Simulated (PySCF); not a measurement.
Input of a run (PBE0-D3(BJ)/def2-SVP geometry optimisation, gas phase (PySCF 2.14.0)), started from GFN2-xTB:
```
{"job": {"xc": "PBE0", "basis": "def2-SVP", "d3": "d3bj", "grid": 1, "shake": 0.01, "kind": "geom"}, "charge": 0, "multiplicity": 1}
C     -2.032410    -0.431580     0.050230
C     -0.647970    -0.261260     0.526530
O     -0.296640    -0.670160     1.601780
Si     0.721500     0.621610    -0.564930
As     2.457210     0.355090     0.891350
H     -2.460090     0.586780    -0.167040
H     -2.037640    -0.966350    -0.887230
H     -2.661390    -0.908630     0.773440
H      0.657160    -0.017200    -1.868010
H      0.221330     1.997420    -0.772840
H      3.483270     0.739600    -0.117750
H      2.635360    -1.073580     0.525460
```

Output (energies in Eh, forces in Eh/bohr):
```
step   0  E = -2679.95342848  max force = 0.033024
step   1  E = -2679.96134060  max force = 0.005035
step   2  E = -2679.96171157  max force = 0.001667
step   3  E = -2679.96172508  max force = 0.001938
step   4  E = -2679.96175852  max force = 0.000450
step   5  E = -2679.96176402  max force = 0.000244
optimisation converged
```

Question: Summarise the run.

Answer: The energy falls by 0.227 eV over 6 energy and gradient evaluations, the largest force component goes from 0.0330 to 2.4e-04 Eh/bohr, and the atoms move by 0.102 Å rms after alignment. The bond that changes most is Si4–As5 (ends: SiH2 silicon; arsenic bonded to Si and 2 H), which lengthens by 0.078 Å. Bonds longer at the end by more than 0.005 Å: 9 of 11; shorter: 2. Among the angles that change most is As5–Si4–H9, from 123.7° to 116.1°. The energy never rose by more than 1e-6 Eh on the way. The first step brought 95 % of the lowering.

Question: What are the final bond lengths?

Answer: C1–C2 1.505 Å, C2=O3 1.211 Å, C2–Si4 1.948 Å, Si4–As5 2.359 Å, C1–H6 1.102 Å, C1–H7 1.102 Å, C1–H8 1.099 Å, Si4–H9 1.498 Å, Si4–H10 1.498 Å, As5–H11 1.529 Å, As5–H12 1.525 Å. Numbering counts from 1 in the input's order; the species is `[AsH2][SiH2]C(=O)C`.

The run used 127 basis functions and 40 SCF cycles in all. The run took 70 s wall on one thread of an Arm Neoverse N1, shared host with 64 logical CPUs at a one-minute load of 61, and the process peaked at 0.53 GiB of memory.

No frequency check. The numbers are those of one conformer.

Shape of the structure used: `[CH3:1][C:2](=[O:3])[SiH2:4][AsH2:5]`: C1–C2–Si4–As5 -178°, H–As5–Si4–C2 166°, H–As5–Si4–C2 74°.
